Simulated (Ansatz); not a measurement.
Consider the formal exchange of groups at a C–O bond: `N=C(O)[O][InH2]` + CH₃SH → `N=C(O)CS` + `[OH][InH2]`.

Gas-phase electronic energies from Ansatz, PBE0-D4/def2-TZVP geometries. CBS: MP2 limit from def2 TZ/QZ plus the TZ coupled-cluster correction, frozen cores. This one scheme is used for every species. Functionals use def2-TZVPP. def2 core potentials past Kr. For In outer-core shells are correlated without core-valence functions, which leaves a few kJ/mol of doubt a bond. One conformer a species, not always the lowest.

| species | PBE-D4 energy (Eh) |
| --- | --- |
| `N=C(O)[O][InH2]` | -435.69119 |
| CH₃SH | -438.49793 |
| `N=C(O)CS` | -607.08033 |
| `[OH][InH2]` | -267.10693 |

Work out ΔE.

ΔE = (-607.08033) + (-267.10693) − (-435.69119) − (-438.49793) = 0.00186 Eh = +1.2 kcal/mol. CCSD(T)/CBS gives +0.8 kcal/mol.

Largest T1 diagnostic among the species: 0.017.

From PBE to PBE0 (25 % exact exchange), in def2-TZVPP and without D4, ΔE moves by +1.1 kcal/mol. In def2-TZVPP, CCSD(T) changes the Hartree–Fock value by −6.0 kcal/mol (the triples alone add −0.6 kcal/mol) and MP2 by −7.2 kcal/mol.
